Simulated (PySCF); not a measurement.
## Indirect couplings

Geometry (Å), atoms numbered from 1 in this order:
```xyz
11

C    -2.164   -0.405    0.255
O    -0.791   -0.567    0.421
Ga    0.476    0.569   -0.131
C     2.296   -0.004    0.278
H    -2.578   -1.199   -0.396
H    -2.683   -0.482    1.228
H    -2.446    0.569   -0.194
H    -0.060    1.863   -0.844
H     2.324   -1.091    0.442
H     2.643    0.491    1.200
H     2.996    0.262   -0.527
```

Indirect spin–spin couplings were computed at B3LYP/pcJ-1 (pcSseg-1 on Ga) (without the spin–dipole term) (PySCF) on a PBE0-D3(BJ)/def2-SVP structure, for the isolated molecule, without vibrational or relativistic corrections. Couplings are averaged over pairs made equivalent by symmetry, fast rotation or ring inversion, so a value needn't be that of the named pair in this geometry, while other rotamers aren't included; one pair stands for each set, and the list holds those of at least 0.8 Hz over up to four bonds, among pairs with at least one C or H atom (others weren't computed).

Isotopes: 13C, 1H, 17O. Couplings to quadrupolar nuclei such as 17O and 33S are rarely resolved in practice.

```
   pair  bonds  J (Hz)
 C1, O2      1    21.9
 C1, H5      1       ?
 C4, H9      1   135.7
 O2, C4      2    -7.4
 O2, H5      2    -6.2
 O2, H8      2    -2.5
 C4, H8      2    38.1
 H5, H6      2   -11.3
H9, H10      2       ?
 C1, C4      3       ?
 C1, H8      3       ?
 O2, H9      3    -1.3
 H8, H9      3    -2.2
```

Question: Estimate the withheld couplings, with signs.

Answer: 
- 1J(C1,H5) = 143.9 Hz (mean over equivalent pairs that range from 138.8 to 146.7 Hz in this conformer)
- 2J(H9,H10) = -13.7 Hz (mean over equivalent pairs that range from -15.1 to -11.7 Hz in this conformer)
- 3J(C1,C4) = 2.3 Hz (dihedral angle 180°)
- 3J(C1,H8) = 1.5 Hz (dihedral angle 1°)

Relativistic effects of the heavier atoms present are left out.
